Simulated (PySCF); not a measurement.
The vertical singlet excitations below were computed for one of the candidates. The calculation used PySCF, TDDFT wB97X-D/def2-SVPD, vertical, gas phase, core orbitals frozen in the response. Geometries: PBE0-D3(BJ)/def2-SVP, one conformer each. Relativistic effects are left out although some hold elements past zinc.

| state | E (eV) | λ (nm) | f |
| --- | --- | --- | --- |
| S1 | 6.70 | 185.1 | 0.212 |
| S2 | 7.13 | 173.8 | 0.028 |
| S3 | 7.53 | 164.7 | 0.022 |
| S4 | 7.76 | 159.9 | 0.030 |
| S5 | 7.76 | 159.7 | 0.0017 |
| S6 | 7.87 | 157.6 | 0.024 |

Orbital energies (eV): HOMO-3 -10.78, HOMO-2 -10.45, HOMO-1 -10.05, HOMO -8.85, LUMO 1.85, LUMO+1 2.05, LUMO+2 2.57.

Question: Which structure fits?
A. `C=C(C)[C@@H]1BCCC1`
B. `[C@@H]1(C[C@H]1C(=C)C)[GeH3]`
C. `C1CC[C@H]2C[C@H]2C1`

Answer: B. Its S1 lies at 6.70 eV; the nearest of the others has S1 at 7.68 eV. S1 is HOMO→LUMO (78%), HOMO→LUMO+1 (13%). Löwdin shares by element: HOMO carbon 78% or more (atoms not listed hold the other 22%); LUMO carbon 37% or more, germanium 22%, hydrogen 6% or more (atoms not listed hold the other 36%). At the same level the other candidates give, for their lowest levels:
- `C1CC[C@H]2C[C@H]2C1`: 7.68 eV (f 0.001); 7.91 eV (f 0.002); 8.30 eV (f 0.030); 8.38 eV (f 0.010); 8.54 eV (f 0.038); T1 7.56 eV; HOMO -9.39, LUMO 2.46 eV
- `C=C(C)[C@@H]1BCCC1`: 5.28 eV (f 0.003); 6.31 eV (f 0.003); 6.72 eV (f 0.009); 6.89 eV (f 0.194); 7.07 eV (f 0.272); T1 4.35 eV; HOMO -8.62, LUMO 1.11 eV

Shape of the structure used: `[CH2:1]=[C:2]([CH3:3])[C@@H:4]1[CH2:5][C@@H:6]1[GeH3:7]`: C1–C2–C4–C5 -13°.
Triplets come from the Tamm–Dancoff approximation.
